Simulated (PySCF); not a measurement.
# Worked example: refractive index and permittivity of the vapour

C₃H₇ClSi, SMILES C[SiH2]/C=C/Cl.

Coordinates come from a r2SCAN-D4/def2-SVP optimisation. The structure was generated by enumeration; whether it is a known compound was not checked. One conformer was computed; it need not be the lowest.

ωB97X/def2-TZVP run with PySCF gives a mean static polarisability of 76.6 bohr³ and a dipole moment of 1.51 D. Take an ideal gas at 298.15 K and 1 bar, whether or not the substance is that volatile.

Task: Work out n − 1 in the optical limit and the static ε − 1.

Result: 
Polarisability volume α' = 76.6 × 0.148185 = 11.35 Å³. Number density N = p/kT = 2.43e-5 Å⁻³.
Dilute limit of Lorentz–Lorenz: n − 1 = 2π N α' = 0.0017.
Orientation term of Debye: μ²/(3kT) = 8.098 Å³ × μ²(D²) = 18.46 Å³.
ε − 1 = 4π N (α' + μ²/3kT) = 0.0091. Orientation of the dipole supplies 62 % of the static response; it can't follow optical fields. Vibrational polarisation and dispersion are left out.
